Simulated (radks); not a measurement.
Q: All-electron atom: Br in [Ar] 3d10 4s2 4p5. All-electron calculation, scalar-relativistic Kohn-Sham, r2SCAN, spin-unpolarised, spherical densities, finite nucleus; meta-GGA in the generalised Kohn-Sham scheme; Fermi nuclear charge, rms radius 4.1629 fm. Program: a radial shooting solver on a logarithmic mesh with Libxc functionals. Some entries of the table are withheld. Estimate them.

| orbital | occ. | eigenvalue (eV) | r(max) (bohr) | <r^2> (bohr^2) |
|---|---|---|---|---|
| 1s | 2 | -13352.70 | 0.02792 | (1) |
| 2s | 2 | -1747.060 | 0.1591 | 0.04229 |
| 2p | 6 | -1538.726 | 0.1275 | 0.03350 |
| 3s | 2 | -244.2316 | 0.4833 | 0.3481 |
| 3p | 6 | -177.6422 | 0.4810 | (2) |
| 3d | 10 | -67.9918 | 0.4328 | 0.4320 |
| 4s | 2 | (3) | (4) | 3.268 |
| 4p | 5 | -8.1790 | 1.667 | (5) |

A: 
(1) 1s <r^2> (bohr^2): 0.002462
(2) 3p <r^2> (bohr^2): 0.3716
(3) 4s eigenvalue (eV): -20.9036
(4) 4s r(max) (bohr): 1.423
(5) 4p <r^2> (bohr^2): 5.143
